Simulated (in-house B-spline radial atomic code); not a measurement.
Configurations of Br III (Br2+), with energies counted from [Ar] 3d10 4s2 4p3. Method: Dirac-Hartree-Fock, average of configuration, Fermi nucleus of rms radius 4.1629 fm. Calculated with a radial B-spline atomic code at the basis-set limit. Energies include first-order Breit, QED and recoil terms.

Occupations are held fixed; configurations that lie above the ionisation limit could autoionise.

```csv
configuration,E - E(ref) (eV),highest orbital,its <r> (bohr)
[Ar] 3d10 4s2 4p2 8f1,31.155,8f5/2,29.42
[Ar] 3d10 4s1 4p3 4d1,31.588,4d5/2,2.865
[Ar] 3d9 4s2 4p3 7s1,97.617,7s1/2,11.39
[Ar] 3d9 4s2 4p3 5f1,98.014,5f5/2,10.1
[Ar] 3d9 4s2 4p3 7g1,100.53,7g7/2,21.14
```

(1) Order these further configurations by energy, lowest first.
A. [Ar] 3d10 4s1 4p3 8d1
B. [Ar] 3d10 4s2 4p2 5s1
C. [Ar] 3d10 4s1 4p3 4f1
D. [Ar] 3d10 4s2 4p2 7d1
E. [Ar] 3d10 4s1 4p3 6g1

Results:

(1) B (16.952 eV), D (29.549 eV), C (39.853 eV), E (44.259 eV), A (45.061 eV).
